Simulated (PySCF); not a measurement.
GeF₂, SMILES [F][Ge][F] (connectivity only; charge and spin as stated), neutral, multiplicity 1. Coordinates come from a B3LYP-D3(BJ)/def2-TZVP optimisation. The isomer is the one that the SMILES or the coordinates give; other isomers of the formula were not compared.

TDA-ωB97X/def2-SVPD run with PySCF puts the lowest singlet excitations at 5.73, 7.18, 7.87, 8.30, 8.51, 8.74 eV.

Question: What are the lowest excitation roots from ADC(2)/aug-cc-pVDZ in PySCF? (An estimate is asked for; the answer gives what the named calculation found.)

Answer: 5.27, 7.15, 7.74, 7.83, 7.88, 8.13 eV. S1 differs by -0.46 eV (second minus first; roots are paired by order, and the bases may differ).
